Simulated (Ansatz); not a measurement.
A run for Ansatz (a quantum-chemistry and plane-wave program): R-CCSD(T)/cc-pVDZ on B2BeH8.

Ansatz 0.2 input:
```yaml
crystal:
  periodic: [false, false, false]
  atoms:
    - {symbol: Be, position_ang: [0.00000000, 0.00000000, -0.00000000]}
    - {symbol: B, position_ang: [0.00000000, 0.00000000, 1.83795244]}
    - {symbol: H, position_ang: [1.01508073, 0.00000000, 1.05675736]}
    - {symbol: H, position_ang: [-1.01508073, -0.00000000, 1.05675736]}
    - {symbol: H, position_ang: [-0.00000000, 1.02809290, 2.43830339]}
    - {symbol: H, position_ang: [-0.00000000, -1.02809290, 2.43830339]}
    - {symbol: B, position_ang: [-0.00000000, -0.00000000, -1.83795244]}
    - {symbol: H, position_ang: [-0.00000000, 1.01508073, -1.05675736]}
    - {symbol: H, position_ang: [0.00000000, -1.01508073, -1.05675736]}
    - {symbol: H, position_ang: [1.02809290, -0.00000000, -2.43830339]}
    - {symbol: H, position_ang: [-1.02809290, 0.00000000, -2.43830339]}
basis:
  gaussian:
    orbitals: cc-pVDZ
magnetization: {spin_polarized: false}
correlation: {method: ccsd_t, electrons: outside_noble_gas}
scf: {lower_state_search: off}
```

Output:

```
WARN ansatz: RAYON_NUM_THREADS=4 ignored (pool sized by the plan → 4); use --threads N
Functional definition: HF
these checks for a lower state are left out or cut short: stability, starts, cluster_reference, orbital_swaps, neighbouring_geometries, increment
integrals: 0.07 GiB planned
732 factors; integrals over basis functions are off by at most 7.2e-4 eV
mean field: 0.13 GiB planned
mean field evaluation 1: about -1865.8029 eV, gradient 2.1e1 eV
mean field evaluation 2: about -1865.8465 eV, gradient 2.1e1 eV
mean field evaluation 4: about -1867.7735 eV, gradient 1.5e0 eV
mean field evaluation 8: about -1867.7879 eV, gradient 5.8e-4 eV
mean field -1867.78785694 eV, -68.6399377106 hartree, gradient 1.2e-6 eV, S^2 0.000000; 0 other end points of the search recorded, 0 dependent functions left out
3 core orbitals not correlated
reference -1867.78785694 eV, -68.6399377106 hartree; 8, 8 occupied and 71, 71 virtual orbitals, 732 factors
second order -7.72536249 eV of doubles, -0.00000000 eV of singles
coupled cluster: 0.21 GiB planned
cycle   1  -8.90138716 eV  change    -1.2e0 eV  update   7.2e-2
cycle   2  -9.26531647 eV  change   -3.6e-1 eV  update   2.2e-2
cycle   3  -9.28142959 eV  change   -1.6e-2 eV  update   5.5e-3
cycle   4  -9.27904339 eV  change    2.4e-3 eV  update   1.9e-3
cycle   5  -9.27830680 eV  change    7.4e-4 eV  update   6.3e-4
cycle   6  -9.27826224 eV  change    4.5e-5 eV  update   1.8e-4
cycle   7  -9.27827614 eV  change   -1.4e-5 eV  update   5.1e-5
cycle   8  -9.27828180 eV  change   -5.7e-6 eV  update   1.5e-5
perturbative correction -0.21662211 eV, -0.0079607157 hartree
Total energy: -1877.28276086 eV, -68.9888689935 hartree
Checks for a lower state left out: stability, starts, cluster_reference, orbital_swaps, neighbouring_geometries, increment
```

The run converged.

Cost: around 2.9 core-seconds (rough).
